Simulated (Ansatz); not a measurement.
`[OH][GaH][OH]` + `[GaH3]` → `[OH][GaH][GaH2]` + H₂O  (formal exchange of groups at a Ga–O bond)

Gas-phase electronic energies from Ansatz, PBE0-D4/def2-TZVP geometries. CBS: MP2 limit from def2 TZ/QZ plus the TZ coupled-cluster correction, frozen cores. This one scheme is used for every species. Functionals use def2-TZVPP. B3LYP here is the variant with VWN-RPA as its local correlation; programs differ in this. For Ga outer-core shells are correlated without core-valence functions, which leaves a few kJ/mol of doubt a bond. Scalar relativity is left out up to krypton. One conformer a species, not always the lowest.

Is it downhill or uphill in electronic energy at CCSD(T)/CBS, and by how much? (An estimate is asked.)

Ansatz gave: Uphill: ΔE = +18.5 kJ/mol.

What do these levels give: B3LYP-D4, ωB97X-V, CCSD(T)/def2-SVP, HF/def2-TZVPP, MP2/def2-TZVPP, SCS-MP2/def2-TZVPP? (Best estimate.)

The calculation gave: B3LYP-D4 18.7, ωB97X-V 28.8, CCSD(T)/def2-SVP 38.8, HF/def2-TZVPP 36.6, MP2/def2-TZVPP 31.3, SCS-MP2/def2-TZVPP 33.9 kJ/mol.

What do rigid-rotor, harmonic-oscillator terms from PBE0-D4/def2-TZVP frequencies (298.15 K, 1 bar) make of the CCSD(T)/CBS value? (An estimate is asked.)

Ansatz gave: ΔZPE = +6.2 kJ/mol, ΔH = +28.0 kJ/mol, ΔS = 16 J/(mol·K), ΔG = +23.2 kJ/mol.

Largest T1 diagnostic among the species: 0.015.

Leaving LDA and LC-ωPBE aside and taking each functional with its dispersion term where it has one, the values, not all of them listed here, spread over 21.4 kJ/mol, from PBE-D4 to B97M-V. LDA lies +4.9 kJ/mol from PBE without D4. In def2-TZVPP, CCSD(T) changes the Hartree–Fock value by −10.6 kJ/mol (the triples alone add −0.2 kJ/mol) and MP2 by −5.2 kJ/mol. From BLYP to BHLYP (50 % exact exchange), in def2-TZVPP and without D4, ΔE moves by +6.2 kJ/mol.
